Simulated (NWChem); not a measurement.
System: TlCl; SMILES [Cl][Tl]

Here is an NWChem input.

```
start job
memory heap 200 mb stack 700 mb global 900 mb
geometry units angstroms noautosym nocenter noautoz
  Tl     0.000000     0.000000    -0.422017
  Cl     0.000000     0.000000     2.114478
end
basis spherical
  Tl library def2-svp
  Cl library def2-svp
end
ecp
  Tl library def2-ecp
end
dft
  xc bhlyp
  iterations 150
end
tddft
  cis
  nroots 6
end
task tddft energy
```

The geometry was optimised at PBE-D3(BJ)/def2-SVP. def2 effective core potentials on Tl; no spin-orbit coupling.

Vertical excitations in the gas phase.

**Question.** Predict the main results of this run. (BHandHLYP/def2-SVP with def2 effective core potentials on Tl, TDA.) Quantities: lowest excitation, singlet (eV); oscillator strength of that lowest state; lowest state with f > 0.02, singlet (eV); oscillator strength of that bright state; lowest triplet (eV); orbital gap (eV).

**Answer.** 
```
Item                                      Result
----------------------------------------  ------
lowest excitation, singlet (eV)             4.66
oscillator strength of that lowest state   0.061
lowest state with f > 0.02, singlet (eV)    4.66
oscillator strength of that bright state   0.061
lowest triplet (eV)                         3.95
orbital gap (eV)                            7.08
```
